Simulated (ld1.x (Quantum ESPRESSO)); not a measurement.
silicon (Si) PAW: all-electron and pseudo phase curves

ld1.x (Quantum ESPRESSO) 7.5 input, shortened:

```
&input
   title='Si', zed=14., rel=1, dft='BP', iswitch=3,
   config='[Ne] 3s1.75 3p2.25'
 /
 &inputp
   pseudotype=3, lpaw=.true., tm=.true., lloc=-2, rcloc=1.55,
   nlcc=.true., rcore=1.30,
   which_augfun='PSQ', rmatch_augfun_nc=.true.
 /
4
3S  1  0   1.75   0.00  1.50  1.95  0.0
3S  1  0   0.00   0.95  1.50  1.95  0.0
3P  2  1   2.25   0.00  1.75  2.35  0.0
3P  2  1   0.00   0.90  1.75  2.35  0.0
 &test
   configts(1)='3s1.75 3p2.25'
 /
```

The phase is arctan(r·u′/u) with u = r·R(r), unwrapped; energies in Ry, scanned from -3 to 5 Ry. A pole is an energy at which the radial function vanishes at the test radius. The pseudo phase is shifted by a multiple of π to meet the all-electron one at the reference energy, and phase errors are pseudo minus all-electron; the curves can meet again beyond the range given. Levels narrower than the energy grid can be missing from the lists of poles.

Q: For each channel, where are the poles, and over which energies does the pseudopotential scatter like the atom?

A:

```tsv
channel	radius (bohr)	reference energy (Ry)	poles, all-electron	poles, pseudo	unbroken range about the reference energy with phases within 0.05 rad	phase error 1 Ry above the reference energy (rad)
s	2.57	-0.82	0.18	0.18	the whole range	+0.000
p	2.57	-0.32	1.05	1.05	below 3.6	+0.000
```

Phases in the p channel:

```
E (Ry)  all-electron  pseudo
 -3.00         1.313   1.313
 -2.76         1.298   1.298
 -2.52         1.280   1.280
 -2.28         1.258   1.258
 -2.04         1.230   1.230
 -1.80         1.194   1.194
 -1.56         1.146   1.145
 -1.32         1.075   1.075
 -1.08         0.964   0.964
 -0.84         0.767   0.767
 -0.60         0.375   0.375
 -0.36        -0.307  -0.307
 -0.12        -0.897  -0.897
  0.12        -1.201  -1.201
  0.36        -1.362  -1.362
  0.60        -1.459  -1.459
  0.84        -1.526  -1.526
  1.08        -1.577  -1.577
  1.32        -1.618  -1.618
  1.56        -1.655  -1.655
  1.80        -1.690  -1.690
  2.04        -1.726  -1.726
  2.28        -1.764  -1.765
  2.52        -1.808  -1.810
  2.76        -1.861  -1.865
  3.00        -1.932  -1.939
  3.24        -2.033  -2.048
  3.48        -2.190  -2.224
  3.72        -2.461  -2.543
  3.96        -2.932  -3.096
  4.20        -3.523  -3.698
  4.44        -3.949  -4.071
  4.68        -4.189  -4.273
  4.92        -4.329  -4.393
```
